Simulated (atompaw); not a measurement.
## Reading a pseudo-wave (Mg (Z = 12))

Columns: radius, all-electron u(r) and pseudo u(r) of the 3s shell (level -4.71 eV) of magnesium in the configuration [Ne] 3s2 3p0; PBE, scalar-relativistic, PAW (atompaw) scheme, atompaw 4.2.0.5.

| r (bohr) | all-electron | pseudo |
| --- | --- | --- |
| 0.115 | 0.0888 | 0.0463 |
| 0.231 | -0.0827 | 0.0926 |
| 0.346 | -0.2040 | 0.1378 |
| 0.462 | -0.2421 | 0.1826 |
| 0.577 | -0.2169 | 0.2256 |
| 0.692 | -0.1541 | 0.2672 |
| 0.808 | -0.0716 | 0.3072 |
| 0.923 | 0.0168 | 0.3450 |
| 1.038 | 0.1043 | 0.3805 |
| 1.154 | 0.1874 | 0.4139 |
| 1.269 | 0.2624 | 0.4445 |
| 1.385 | 0.3294 | 0.4727 |
| 1.500 | 0.3871 | 0.4979 |
| 1.615 | 0.4363 | 0.5203 |
| 1.731 | 0.4779 | 0.5401 |
| 1.846 | 0.5120 | 0.5569 |
| 1.962 | 0.5398 | 0.5709 |
| 2.077 | 0.5616 | 0.5821 |
| 2.192 | 0.5778 | 0.5904 |
| 2.308 | 0.5891 | 0.5961 |
| 2.423 | 0.5956 | 0.5991 |
| 2.538 | 0.5980 | 0.5994 |
| 2.654 | 0.5968 | 0.5971 |
| 2.769 | 0.5923 | 0.5923 |
| 2.885 | 0.5850 | 0.5850 |
| 3.000 | 0.5753 | 0.5753 |

Task: How many radial nodes do the two functions have?

Result: The all-electron 3s function has n − l − 1 = 2; the pseudo-wave has 0, since the states of the same l below it are removed with the core.

Task: Where does each function peak?

Result: Outermost all-electron maximum near 2.54 bohr, pseudo maximum near 2.54 bohr (to the table’s step).

Task: Is the pseudo-wave norm-conserving?

Result: No, it belongs to a PAW set: the norm inside the radius is not constrained, and the difference is carried by the augmentation charge.
